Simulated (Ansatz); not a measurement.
Species: AlBr₃, SMILES `[Br][Al]([Br])[Br]` (charge 0, multiplicity 1), formula AlBr3.

Problem. How many basis functions does frozen-core CCSD(T)/cc-pVTZ // B3LYP-D3(BJ)/def2-TZVP (Ansatz, a quantum-chemistry and plane-wave program) use, how many core orbitals are frozen, and how many electrons are correlated?

Solution. 163 basis functions and 32 frozen orbitals, which leaves 54 correlated electrons (filled d shells below the valence shell are correlated). Core time is of the order of seconds.
